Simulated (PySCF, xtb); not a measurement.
GeF2, SMILES [F][Ge][F] (connectivity only; charge and spin as stated), neutral, multiplicity 1.

Harmonic wavenumbers (cm⁻¹) from GFN2-xTB (xtb) at its own minimum, in rising order: 181, 424, 462.

Question: What does PBE-D3(BJ)/def2-TZVP (PySCF 2.14.0) give at its own minimum? (An estimate is asked for; the answer gives what the named calculation found.)

Answer: 240, 629, 652. Paired by order, the mean absolute difference is 151 cm⁻¹ and the zero-point energies are 1.5 and 2.2 kcal/mol.
